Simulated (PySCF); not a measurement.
One of the candidates below gave these computed data.

All candidates are C6H12O2SSi.

| technique | computed result |
| --- | --- |
| Rotational structure | rotational constants A, B, C: 1.721, 0.605, 0.517 GHz [GFN2-xTB] |
| 13C NMR | chemical shifts (computed TMS as zero) by class: 164.6 (1 C), 30.1 (1 C), 26.1 (1 C), 19.2 (1 C), 18.8 (1 C), -1.7 (1 C) ppm [GIAO PBE0/pcSseg-1] |
| NMR, other nuclei | isotropic shieldings of nuclei other than C and H, by class: -129 (1 O), 111 (1 O), 337 (1 Si), 533 (1 S) ppm [GIAO PBE0/pcSseg-1] |
| Dipole | 1.58 D [PBE0/pcSseg-1] |
| 1H NMR | chemical shifts (computed TMS as zero) by class: 8.05 (1 H), 5.90 (1 H), 1.72 (3 H), 0.93 (1 H), 0.89 (1 H), 0.73 (1 H), 0.67 (1 H), 0.60 (3 H) ppm [GIAO PBE0/pcSseg-1] |

Electronic properties: PySCF, gas phase, density fitting. Levels stand in brackets. Isolated species at its GFN2-xTB geometry (one conformer only). NMR classes are plain means over equivalent atoms (diastereotopic ones count apart unless rotation or inversion swaps them), as if these changed places fast.

Question: Which candidate is it?
A. `CSC([SiH2]OC=O)=C(C)C`
B. `CC(=O)[C@@H]1C[C@@]1([SiH3])[S@](C)=O`
C. `C=C(COC)[SiH2]OC(C)=S`
D. `C[Si@@H](OC=O)SC1(C)CC1`

Answer: D. It is `C[Si@@H](OC=O)SC1(C)CC1`. Numbering: `[CH3:1][Si@@H:2]([O:3][CH:4]=[O:5])[S:6][C:7]1([CH3:8])[CH2:9][CH2:10]1`. Its formula, C6H12O2SSi, gives 2 degrees of unsaturation: 1 ring and 1 π bond in the structure found. 6 carbons fall into 6 classes; from least to most shielded: carbonyl carbon [C4] (164.6 ppm), methyl carbon [C8] (30.1 ppm), ring sp3 carbon bound to sulfur [C7] (26.1 ppm), three-membered-ring carbon [C9] (19.2 ppm), three-membered-ring carbon [C10] (18.8 ppm), Si-methyl carbon [C1] (-1.7 ppm). Hydrogen classes from least to most shielded: 1 H on a carbonyl carbon, C4 (8.05 ppm), 1 H on an oxygen-bound silicon, Si2 (5.90 ppm), 3 H on a methyl carbon, C8 (1.72 ppm, a mean of values up to 2.1 ppm apart in this geometry), 1 H on a three-membered-ring carbon, C9 (0.93 ppm), 1 H on a three-membered-ring carbon, C10 (0.89 ppm), 1 H on a three-membered-ring carbon, C10 (0.73 ppm), 1 H on a three-membered-ring carbon, C9 (0.67 ppm), 3 H on an Si-methyl carbon, C1 (0.60 ppm, a mean of values up to 1.1 ppm apart in this geometry). The other shieldings belong to: -129 ppm, carbonyl oxygen [O5]; 111 ppm, oxygen singly bound to a carbonyl carbon [O3]; 337 ppm, oxygen-bound silicon [Si2]; 533 ppm, sulfur bonded to C and Si [S6]. The optimised geometry has point group C1 and is an asymmetric top.

The others, at the same levels:
- `C=C(COC)[SiH2]OC(C)=S` fails: its computed 13C shifts are 233.4 (1 C), 155.4 (1 C), 133.5 (1 C), 79.5 (1 C), 59.8 (1 C), 37.3 (1 C) ppm, 1H shifts are 6.22 (1 H), 6.19 (1 H), 5.22 (2 H), 4.31 (2 H), 3.40 (3 H), 2.81 (3 H) ppm and rotational constant A is 1.870 GHz (against 1.721 GHz).
- `CC(=O)[C@@H]1C[C@@]1([SiH3])[S@](C)=O` fails: its computed 13C shifts are 218.4 (1 C), 45.0 (1 C), 41.9 (1 C), 32.5 (1 C), 26.4 (1 C), 24.9 (1 C) ppm, 1H shifts are 4.10 (3 H), 2.61 (1 H), 2.53 (3 H), 2.13 (3 H), 1.90 (1 H), 0.97 (1 H) ppm and rotational constant A is 1.426 GHz (against 1.721 GHz).
- `CSC([SiH2]OC=O)=C(C)C` fails: its computed 13C shifts are 169.6 (1 C), 165.1 (1 C), 128.8 (1 C), 28.2 (1 C), 25.0 (1 C), 24.4 (1 C) ppm, 1H shifts are 8.08 (1 H), 5.36 (2 H), 2.41 (3 H), 2.09 (3 H), 2.07 (3 H) ppm and rotational constant A is 1.372 GHz (against 1.721 GHz).

Each candidate is one conformer, not necessarily the lowest. Dipoles, sizes and rotational constants follow the conformer. The torsions of the flexible species, by atom-mapped SMILES:
- `[CH3:1][Si@@H:2]([O:3][CH:4]=[O:5])[S:6][C:7]1([CH3:8])[CH2:9][CH2:10]1`: C1–Si2–O3–C4 -60°, Si2–O3–C4–O5 -2°, C1–Si2–S6–C7 -177°, Si2–S6–C7–C8 81°
- `[CH3:1][C:2](=[O:3])[C@@H:4]1[CH2:5][C@@:6]1([SiH3:7])[S@:8]([CH3:9])=[O:10]`: C1–C2–C4–C5 -128°, C5–C6–S8–C9 146°
- `[CH3:1][S:2][C:3]([SiH2:4][O:5][CH:6]=[O:7])=[C:8]([CH3:9])[CH3:10]`: C1–S2–C3–Si4 73°, S2–C3–Si4–O5 -124°, C3–Si4–O5–C6 -178°, Si4–O5–C6–O7 1°

The conformers of `C=C(COC)[SiH2]OC(C)=S` aren't listed.
